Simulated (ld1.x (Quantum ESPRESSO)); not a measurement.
## What one change does to a pseudopotential (C (Z = 6), ultrasoft)

C, ultrasoft, made with ld1.x (Quantum ESPRESSO) 7.5 (PBE, non-relativistic). Core [He], reference 2s2 2p2. Waves: 2s (bound): rcut 0.95, rcutus 1.30 bohr; 2s channel at 4.2 Ry: rcut 0.95, rcutus 1.30 bohr; 2p (bound): rcut 2.40, rcutus 2.85 bohr; 2p channel at 1.6 Ry: rcut 2.40, rcutus 2.85 bohr. Local part: all-electron potential smoothed inside 1.30 bohr (lloc = -2). Core correction: none. Augmentation charge: PSQ, radius 1.00 bohr.

Change: waves 2s (bound): rcut 0.95, rcutus 1.12 bohr; 2s channel at 4.2 Ry: rcut 0.95, rcutus 1.12 bohr.

Cutoffs: the cutoffs (Ry, on a coarse ladder) from which the occupation-weighted sum of valence levels, in a spherical-Bessel basis at the reference potential, stays within 10 and 1 mRy of its value at 400 Ry; they do not see the model core or the augmentation charge, which bear on the density cutoff. Errors are all-electron minus pseudo energies relative to the spin-unpolarised reference configuration.

Problem. Predict the effect on cutoff, ghosts and configuration errors.

Solution. The potential gets harder (8 Ry and 10 Ry → 18 Ry and 30 Ry); of the 7 tests that both files solve, the error grows in 2 and shrinks in 0 by more than 15 % and 0.3 meV (median size 6.7 → 7.0 meV); neither file shows a bound ghost. A smaller radius makes the pseudo-wave follow the all-electron one further in, where it bends more sharply, so more plane waves are needed.

| quantity | base | changed |
| --- | --- | --- |
| cutoff, loose | 8 Ry | 18 Ry |
| cutoff, tight | 10 Ry | 30 Ry |
| loose cutoff by channel (10 mRy a level) | s 8 Ry, p 8 Ry | s 15 Ry, p 8 Ry |
| bound ghosts | none | none |
| error for 2s2 2p1, meV [ΔE 10.87 eV] | +6.7 | +7.0 |
| error for 2s2 2p0, meV [ΔE 35.02 eV] | +90 | +94 |
| error for 2s1 2p0, meV [ΔE 83.20 eV] | +239 | +235 |
| error for 2s0 2p4, meV [ΔE 16.94 eV] | +16 | +21 |
| error for 2s2 2p2.3, meV [ΔE -1.16 eV] | +0.3 | +0.4 |
| error for 2s1 2p3, meV [ΔE 8.46 eV] | +3.5 | +4.6 |
| error for 2s2 2p1.5, meV [ΔE 3.97 eV] | +1.2 | +1.3 |
| s: phases at 3.09 bohr within 0.05 rad from the reference energy up to (Ry; the scan ends near 5) | to the end of the scan | to the end of the scan |
| p: phases at 3.09 bohr within 0.05 rad from the reference energy up to (Ry; the scan ends near 5) | 4.5 | 4.5 |
| lowest overlap eigenvalue by channel | s 0.56, p 0.80 | s 0.53, p 0.80 |
